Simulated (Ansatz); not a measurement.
Geometry optimisation, RKS PBE/def2-SVP (Ansatz 0.2.0).

The input (input.yaml):

```yaml
crystal:
  periodic: [false, false, false]
  atoms:
    - { symbol: Ta, position_ang: [-0.375453, -0.587821, 0.176015] }
    - { symbol: O, position_ang: [2.695092, 0.337576, 0.024377] }
    - { symbol: H, position_ang: [2.595845, 0.878322, 0.831212] }
    - { symbol: F, position_ang: [0.153439, -0.034882, 1.957878] }
    - { symbol: "N", position_ang: [0.285219, -0.570345, -1.691662] }
    - { symbol: H, position_ang: [-0.137099, -0.9606, -2.540087] }
    - { symbol: H, position_ang: [1.212706, -0.166626, -1.883457] }
    - { symbol: "N", position_ang: [-1.030202, 1.323796, 0.080126] }
    - { symbol: H, position_ang: [-1.118501, 1.950226, 0.896713] }
    - { symbol: H, position_ang: [-1.132972, 1.874211, -0.780556] }
    - { symbol: "N", position_ang: [-2.111624, -1.511715, 0.067281] }
    - { symbol: H, position_ang: [-3.019786, -1.039325, 0.013322] }
    - { symbol: H, position_ang: [-2.217075, -2.502529, 0.305845] }
    - { symbol: S, position_ang: [1.021265, -2.54674, 0.883408] }
    - { symbol: H, position_ang: [1.163646, -3.13727, -0.344002] }
    - { symbol: H, position_ang: [2.659901, -0.589279, 0.391088] }
basis:
  gaussian: { orbitals: def2-SVP }
hamiltonian:
  xc: pbe
relax:
  f_tol: 0.03
  max_steps: 50
output:
  orbitals: {}
```

Launched with:

```bash
$ ansatz run input.yaml --threads 4 --pin off --max-ram 5120MiB --backend cpu --events-out ev --progress --plain --runs-dir out
```

Problem. Where does it end, and by what steps?

Solution. The forces met the threshold. After 9 steps the energy has fallen by 0.301 eV; O2 moved furthest, 0.59 Å. Joined: Ta1–O2 (3.21 → 2.43 Å).

```tsv
step	energy less start (eV)	largest force component (eV/Å)	accepted
0	0.0000	0.584	yes
1	-0.0690	1.108	yes
2	-0.1772	1.199	yes
3	-0.2671	0.607	yes
4	-0.2676	0.429	yes
5	-0.2956	0.202	yes
6	-0.2984	0.133	yes
7	-0.3002	0.104	yes
8	-0.3004	0.087	yes
9	-0.3014	0.017	yes
```

```xyz
16
Properties=species:S:1:pos:R:3
Ta -0.198 -0.486 0.166
O 2.127 0.225 0.146
H 2.204 0.736 0.977
F 0.183 0.007 2.018
N 0.287 -0.560 -1.771
H -0.254 -1.030 -2.504
H 1.149 -0.169 -2.169
N -0.875 1.401 0.062
H -1.021 2.003 0.883
H -1.015 1.940 -0.799
N -1.920 -1.455 0.107
H -2.852 -1.039 0.024
H -1.987 -2.457 0.316
S 1.144 -2.577 0.875
H 1.285 -3.123 -0.366
H 2.386 -0.701 0.423
```

Whether the end is a true minimum wasn't checked by a vibrational analysis.

The run took 37 s on 4 threads of Arm Neoverse V1, on a shared host, peak memory 0.26 GiB.
